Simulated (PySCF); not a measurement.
**Spinor energies of Sr³⁰⁺ (strontium, charge +30)**

Start: [He] 2s2 2p4; 2p1/2 filled at m_j = -1/2, +1/2; 2p3/2 filled at m_j = +1/2, +3/2. Calculated with PySCF 2.14 in an uncontracted even-tempered set (17 s from 11 bohr⁻², ratio 2.4; 12 p from 14 bohr⁻², ratio 2.4; 5 d from 54 bohr⁻², ratio 2.6; 4 f from 81 bohr⁻², ratio 2.6): generalised Hartree-Fock with the X2C-1e Hamiltonian and a Gaussian nucleus; one run each with spin-orbit coupling (SO) switched off, then screened by Boettger's factors.

```
spinor shell  electrons  ε, spin-free (eV)  ε, screened SO (eV)  weight of nominal j (screened SO)  rms radius, screened SO (bohr)
       1s1/2          2           -18062.0             -18058.5                              1.000                          0.0449
       2s1/2          2            -3885.4              -3884.4                              1.000                           0.179
       2p1/2          2            -3691.5              -3735.2                              0.975                           0.155
       2p3/2          2            -3691.5              -3667.5                              0.981                           0.159
```

| quantity | spin-free | screened SO |
| --- | --- | --- |
| E (hartree) | -2360.24142 | -2361.99535 |
| M_J | 2 | 2 |
| ⟨J²⟩ | 6.000 | 6.000 |
| ⟨L²⟩ | 2.000 | 2.926 |
| ⟨S²⟩ | 2.000 | 1.539 |

Each row is a mean over spinors that exchange with the open shell spreads, by up to 45.983 eV (2s1/2).

Breit and QED terms are absent; they matter most for the inner s and p1/2 levels.

Densities and radii are taken from the X2C orbitals without a picture-change correction, which distorts them close to the nucleus.

Without spin-orbit coupling the j labels of p, d and f shells carry no meaning; the spin-free column gives the mean over the occupied spinors of each nl shell.
